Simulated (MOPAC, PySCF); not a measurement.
C2H4Si, SMILES `C#C[SiH3]`, neutral singlet in the gas phase. 

Cartesian coordinates (Å):
```xyz
7

C      1.9370    -0.3124    -0.0067
C      0.7468    -0.1204    -0.0026
Si    -1.0550     0.1701     0.0037
H      2.9872    -0.4818    -0.0104
H     -1.6325    -0.3607     1.2571
H     -1.3174     1.6224    -0.0871
H     -1.6661    -0.5174    -1.1540
```
Charge 0, multiplicity 1.

All levels are single points at this geometry (B3LYP-D3(BJ)/def2-TZVP); Pople sets use spherical d functions. Orbital energies aren't observables, and empty levels follow the basis.

```json
[
 {"level": "B3LYP-D3(BJ)/def2-TZVP in PySCF", "HOMO (eV)": "-8.08", "LUMO (eV)": "-0.29", "gap (eV)": "7.78", "dipole (D)": "0.39", "vertical IE, Delta-SCF (eV)": "–"},
 {"level": "B3LYP/6-31G* in PySCF", "HOMO (eV)": "-7.71", "LUMO (eV)": "0.26", "gap (eV)": "7.96", "dipole (D)": "0.45", "vertical IE, Delta-SCF (eV)": "10.43"},
 {"level": "BP86/6-31G* in PySCF", "HOMO (eV)": "-6.84", "LUMO (eV)": "-0.64", "gap (eV)": "6.20", "dipole (D)": "0.44", "vertical IE, Delta-SCF (eV)": "–"},
 {"level": "PBE/6-31G* in PySCF", "HOMO (eV)": "-6.75", "LUMO (eV)": "-0.55", "gap (eV)": "6.20", "dipole (D)": "0.44", "vertical IE, Delta-SCF (eV)": "10.27"},
 {"level": "HF/STO-3G in PySCF", "HOMO (eV)": "-8.78", "LUMO (eV)": "10.29", "gap (eV)": "19.07", "dipole (D)": "0.44", "vertical IE, Delta-SCF (eV)": "–"},
 {"level": "AM1 in MOPAC", "HOMO (eV)": "-11.00", "LUMO (eV)": "1.26", "gap (eV)": "12.27", "dipole (D)": "0.13", "vertical IE, Delta-SCF (eV)": "–"}
]
```
